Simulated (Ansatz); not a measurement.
```yaml
crystal:
  periodic: [false, false, false]
  atoms:
    - {symbol: Si, position_ang: [-2.887669, -1.111426, -0.035941]}
    - {symbol: Si, position_ang: [0.176907, -0.042467, 2.139802]}
    - {symbol: O, position_ang: [3.514135, -0.563033, 0.370028]}
    - {symbol: P, position_ang: [4.449028, 1.625795, -1.018016]}
    - {symbol: S, position_ang: [1.265714, 4.422454, 1.653033]}
    - {symbol: H, position_ang: [-5.210498, -0.320942, 0.636466]}
    - {symbol: H, position_ang: [-3.381788, -3.385201, -0.239947]}
    - {symbol: H, position_ang: [-3.360550, -0.197040, -3.017874]}
    - {symbol: H, position_ang: [0.992968, -1.072659, 4.887460]}
    - {symbol: H, position_ang: [3.070486, 1.670575, -3.205341]}
basis:
  gaussian: {orbitals: cc-pVDZ, point_charges: [{charge: -1.00, position_ang: [6.384, -0.746, -0.672]}]}
hamiltonian: {xc: {name: wB97X}}
scf: {lower_state_search: off}
```

```sh
$ ansatz run in.yaml --threads 4 --pin off --events-out ev --progress --plain --max-ram 10444MiB
```

Output, abridged:

```
Functional definition: wB97X
1109 factors; integrals over basis functions are off by at most 1.5e-3 eV
355 factors; integrals over basis functions are off by at most 4.2e-5 eV
mean field evaluation 1: about -37909.6991 eV, gradient 9.7e1 eV
mean field evaluation 2: about -37618.5946 eV, gradient 2.1e2 eV
mean field evaluation 4: about -37771.3229 eV, gradient 1.4e2 eV
mean field evaluation 8: about -37968.2732 eV, gradient 7.6e0 eV
mean field evaluation 16: about -37972.5890 eV, gradient 1.3e0 eV
mean field evaluation 32: about -37972.6671 eV, gradient 8.4e-6 eV
mean field -37972.66709396 eV, -1395.4697769048 hartree, gradient 8.4e-6 eV, S^2 0.000000; 0 other end points of the search recorded, 0 dependent functions left out
reference -37972.66703917 eV, -1395.4697748912 hartree; 36, 36 occupied and 75, 75 virtual orbitals, 1109 factors
Total energy: -37972.66703917 eV, -1395.4697748912 hartree
Checks for a lower state left out: stability, starts, cluster_reference, orbital_swaps, neighbouring_geometries, increment
```

Question: Something in this input is off. What?

Answer: The coordinates are in bohr but typed as ångström. The calculation finished and met its thresholds. The result belongs to that input, not to the molecule as meant.
